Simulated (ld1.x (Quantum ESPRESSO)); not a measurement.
## How hard is this K (Z = 19) RRKJ potential?

* Element: potassium (K)
* Generator: ld1.x (Quantum ESPRESSO) 7.5
* Type: norm-conserving RRKJ (Kleinman–Bylander form)
* Functional: PBEsol
* Relativity: scalar-relativistic
* Frozen core: [Ne] 3s2
* Valence charge: 7
* Reference configuration: 3p6 4s1 4p0
* Partial waves: 3p (bound): rc 2.25 bohr; 3d channel at 0.45 Ry: rc 3.05 bohr; 4f channel at 0.1 Ry: rc 3.40 bohr; 4s (bound): rc 3.80 bohr
* Local potential: the s channel
* Core correction: Bessel-smoothed model core inside 1.70 bohr
* rho0: 0.001

The pseudo-atom Hamiltonian at the reference potential is diagonalised in spherical Bessel functions j_l(qr) that vanish at 20 bohr, with q² up to the cutoff. All-electron valence levels (Ry): 3p -1.3816, 4p -0.0584, 4s -0.1691.

Q: How do the lowest levels (Ry) of each channel move with the cutoff, and are there ghosts?

A:

| cutoff (Ry) | p #1 | p #2 | d #1 | d #2 | f #1 | s #1 | Σ f·Δε (mRy) |
| --- | --- | --- | --- | --- | --- | --- | --- |
| 8 | -0.9685 | -0.0439 | 0.0235 | 0.1084 | 0.0860 | -0.1691 | 2478.6 |
| 10 | -1.1593 | -0.0461 | 0.0219 | 0.1033 | 0.0860 | -0.1691 | 1333.8 |
| 12 | -1.2762 | -0.0471 | 0.0198 | 0.0966 | 0.0860 | -0.1691 | 632.3 |
| 15 | -1.3552 | -0.0478 | 0.0182 | 0.0917 | 0.0860 | -0.1691 | 158.4 |
| 21 | -1.3795 | -0.0481 | 0.0174 | 0.0896 | 0.0860 | -0.1691 | 12.5 |
| 25 | -1.3815 | -0.0481 | 0.0174 | 0.0896 | 0.0860 | -0.1691 | 0.7 |
| 30 | -1.3816 | -0.0481 | 0.0174 | 0.0896 | 0.0860 | -0.1691 | 0.1 |
| 35 | -1.3816 | -0.0481 | 0.0174 | 0.0896 | 0.0860 | -0.1691 | 0.1 |
| 400 | -1.3816 | -0.0481 | 0.0174 | 0.0896 | 0.0860 | -0.1691 | 0.0 |

Result: no extra level below or beside the all-electron valence levels (p, d, f, s tested); 10 mRy is reached at 25 Ry and 1 mRy at 25 Ry.

Its largest configuration-test error is -303 meV.
